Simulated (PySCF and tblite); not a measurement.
Results of a calculation; reference values are marked as such.
C₇H₁₄, numbered as in [CH3:1][CH:2]1[CH2:3][CH2:4][CH2:5][CH2:6][CH2:7]1. The ensemble was built from 60 distance-geometry starts (ETKDG and KDG, MMFF94s, GFN2-xTB) and rests on GFN2-xTB geometries. Weights use CAM-B3LYP-D3(BJ)/pcSseg-1 (IEF-PCM, chloroform) energies plus GFN2-xTB zero-point and thermal terms (modes under about 100 cm⁻¹ blended into free rotors). Symmetry numbers and mirror images are counted. Conformers within 3 kcal/mol (GFN2-xTB free energy) were kept, 7 at most. GIAO shieldings: CAM-B3LYP/pcSseg-1 (IEF-PCM, chloroform). Shifts are against TMS (¹H), TMS (¹³C) at the same level. Programs: PySCF with density fitting and tblite.

The 6-ring runs over atoms 2–3–4–5–6–7.

```tsv
conformer	shape	point group	mirror pair	ΔE(DFT)	Δ(G−E) at 298.15 K	δ H2 (ppm)
1	6-ring chair (all substituents equatorial)	Cs	no	0.00	0.00	1.13
2	6-ring chair (C1 axial)	Cs	no	1.49	0.19	1.81
```

Energies in kcal/mol; the thermal term leaves out symmetry numbers and mirror images.

Q: Work out the weights at 298.15 K and the ¹H shift of H2 under fast exchange.

A: RT = 0.592 kcal/mol. Each conformer gets RT ln(σ/g), with σ the rotational symmetry number and g = 2 for a mirror pair: 1: σ = 1, g = 1, G = 0.00 + 0.00 + 0.00 = 0.00, 0.00 above the lowest, exp(−ΔG/RT) = 1.000; 2: σ = 1, g = 1, G = 1.49 + 0.19 + 0.00 = 1.69, 1.69 above the lowest, exp(−ΔG/RT) = 0.058. The sum is 1.058, so the weights are 94.5, 5.5 %. The averaged shift is 1.17 ppm. At 298.15 K the leading conformer alone gives 1.13 ppm and bare DFT energies give 1.18 ppm.
